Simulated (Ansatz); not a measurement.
Basis sets compared for Pb₃O₂ (the lowest singlet isomer of a short search). Charge 0, multiplicity 1. Geometry PBE-D4/def2-SVP. Ansatz on 4 threads of Arm Neoverse V1 on a shared host; times are rough, and most runs start from earlier orbitals.

```
atom    x (Å)    y (Å)    z (Å)
 Pb1   0.7623   0.4189   1.6620
 Pb2  -1.3729   0.5542  -1.1518
 Pb3   0.8721  -1.3894  -0.7286
  O4   0.7198   1.0600  -0.4952
  O5  -0.9813  -0.6437   0.7137
```

In the def2 sets Pb takes a core potential; there is no spin–orbit coupling. The structure comes from a short search, and lower isomers may exist.

Binding counts from free atoms (Pb triplet, O triplet) in the same basis, without a counterpoise term.

| level | functions | energy (Eh) | HOMO (eV) | LUMO (eV) | binding per atom (eV) | wall time |
| --- | --- | --- | --- | --- | --- | --- |
| PBE-D4/def2-SVP | 106 | -729.0100 | -4.12 | -2.57 | 3.28 | 1.2 s |
| PBE-D4/def2-TZVP | 212 | -729.2215 | -4.15 | -2.65 | 3.31 | 2.9 s |
| r2SCAN-D4/def2-TZVP | 212 | -729.4592 | -4.30 | -2.62 | 3.06 | 6.5 s |
| PBE0-D4/def2-SVP | 106 | -728.8812 | -4.78 | -2.01 | 2.90 | 2.1 s |
| PBE0-D4/def2-TZVP | 212 | -729.0883 | -4.80 | -2.09 | 2.94 | 5.5 s |

Task: Estimate the rows for PBE-D4/def2-TZVPD, r2SCAN-D4/def2-TZVPD, PBE0-D4/def2-TZVPD.

Result: 
| level | functions | energy (Eh) | HOMO (eV) | LUMO (eV) | binding per atom (eV) | wall time |
| --- | --- | --- | --- | --- | --- | --- |
| PBE-D4/def2-TZVPD | 248 | -729.2248 | -4.17 | -2.69 | 3.31 | 4.3 s |
| r2SCAN-D4/def2-TZVPD | 248 | -729.4623 | -4.31 | -2.64 | 3.07 | 9 s |
| PBE0-D4/def2-TZVPD | 248 | -729.0915 | -4.81 | -2.12 | 2.95 | 6.5 s |
